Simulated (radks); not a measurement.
The numbers below are computed, except where a source is named.
Q: Coherent X-ray form factor from a spherical all-electron density. Level of theory: non-relativistic Kohn-Sham, PBE, spin-polarised, spherical densities, point nucleus (a radial shooting solver on a logarithmic mesh with Libxc functionals).

sin(theta)/lambda (1/angstrom)  f0 (electrons)
0.05                                     6.865
0.1                                      6.485
0.15                                     5.929
0.2                                      5.283
0.25                                     4.625
0.3                                      4.010
0.4                                      3.021
0.5                                      2.365
0.6                                      1.964
0.8                                      1.571
1                                        1.375
1.25                                     1.181
1.5                                      0.996
2                                        0.673

The species is in the configuration that NIST lists as its ground one. Which atom or ion scatters so?

A: The oxygen ion O+, [He] 2s2 2p3. Extrapolating in s^2 from the first two rows gives f0(0) = 7.0, near the electron count 7; among species with that count, the fall with angle is slower the higher Z, and the table is that of Z = 8; from so few rows the species is fixed only to a neighbour or two.
